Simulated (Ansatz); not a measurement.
Start from `[CH3][Al]([F])[I]` and change one atom or group to get `[F][Al]([F])[I]`.

Ansatz, PBE0-D4/def2-TZVP geometries, multiplicity 1. 

Elements past krypton have def2 core potentials.

```csv
property,`[CH3][Al]([F])[I]`
LUMO energy (PBE/def2-TZVPP) / eV,-1.67
LUMO energy (PBE0/def2-TZVPP) / eV,-0.92
HOMO–LUMO gap (PBE0/def2-TZVPP) / eV,6.94
LUMO energy (B3LYP/def2-TZVPP) / eV,-1.12
size of the dipole moment (B3LYP/def2-TZVPP) / D,1.99
HOMO energy (PBE/def2-TZVPP) / eV,-6.71
```

(1) Give the same properties after the change, and the shifts. (Estimate.)

Results:

(1) Ansatz gave: 
```json
{"property": "LUMO energy (PBE/def2-TZVPP) / eV", "`[F][Al]([F])[I]`": "-2.42", "shift": "-0.75"}
{"property": "LUMO energy (PBE0/def2-TZVPP) / eV", "`[F][Al]([F])[I]`": "-1.58", "shift": "-0.66"}
{"property": "HOMO–LUMO gap (PBE0/def2-TZVPP) / eV", "`[F][Al]([F])[I]`": "6.82", "shift": "-0.12"}
{"property": "LUMO energy (B3LYP/def2-TZVPP) / eV", "`[F][Al]([F])[I]`": "-1.87", "shift": "-0.75"}
{"property": "size of the dipole moment (B3LYP/def2-TZVPP) / D", "`[F][Al]([F])[I]`": "1.12", "shift": "-0.87"}
{"property": "HOMO energy (PBE/def2-TZVPP) / eV", "`[F][Al]([F])[I]`": "-7.22", "shift": "-0.51"}
```

With PBE0 the HOMO falls by 0.53 eV and the LUMO falls by 0.66 eV, so the gap narrows by about 0.13 eV. PBE moves the HOMO by -0.51 eV and ωB97M-V by -0.54 eV. Dipoles are sizes alone; their direction can turn.

B3LYP here is the variant with VWN-RPA as its local correlation; programs differ in this.

Spin–orbit coupling is left out; it splits and shifts lone-pair levels of the heavy atoms by tenths of an eV.
